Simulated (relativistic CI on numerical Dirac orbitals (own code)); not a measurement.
# Quantum defects of the nd series of Ge III

Problem. The nd 1D levels with J = 2 of Ge III lie at 4d: 178140.4, 5d: 215577.0 cm⁻¹ (Sugar and Musgrove, J. Phys. Chem. Ref. Data 22, 1213 (1993)), and the ionisation limit at 274693.1 cm⁻¹ (NIST ASD). Find the quantum defects and predict 6d.

Working.
1. The outer electron sees the charge z = 3; R = 109736.50 cm⁻¹ for this mass. The binding energy T = limit − E defines n* = z√(R/T).
2. Values: 4d: T = 96552.7, n* = 3.1983, δ = n − n* = 0.8017; 5d: T = 59116.1, n* = 4.0874, δ = n − n* = 0.9126.
3. With δ held at 0.9126: E(6d) = limit − Rz²/(6 − δ)² = 236533.2 cm⁻¹.
4. The Ritz form δ = δ₀ + a/n*² through the last two members has a = -2.9256 and δ₀ = 1.0877, so with n* ≈ 6 − 0.9126, δ(6) = 0.9747 and E = 235584.6 cm⁻¹.

Check. The measured level is 236248.5 cm⁻¹ (δ = 0.9315), so the two predictions miss by 284.7 and -663.9 cm⁻¹. A relativistic CI calculation tied to the same limit puts it at 237743 cm⁻¹. The defect is large because this electron penetrates the core. A miss of this size points to a perturbing level of another configuration.
